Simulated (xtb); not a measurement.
Cl4Ti, charge +1, doublet, geometry from GFN2-xTB (such geometries of metal compounds can be far from the true shape) (the multiplicity is a formal guess). Base run: GFN2-xTB (xtb).

Geometry (Å):
```xyz
5

Ti     0.0000     0.0000     0.0000
Cl     1.6975    -0.5362    -1.1615
Cl     0.6169     0.4797     1.9767
Cl    -0.9524     1.6872    -0.8742
Cl    -1.3620    -1.6308     0.0590
```
Charge +1, spin multiplicity 2.
All else is at xtb's defaults.
Base energy -19.50557 Eh.

Each row names what was changed in the base input (with any setting that the change needs).

| change | ΔE vs base (mEh) | SCF cycles |
|---|---|---|
| base | 0.000 | 11 |
| etemp = 1000 | -4.426 | 12 |
| acc = 0.0001 | 0.000 | 18 |
| etemp = 5000 | -44.889 | 11 |
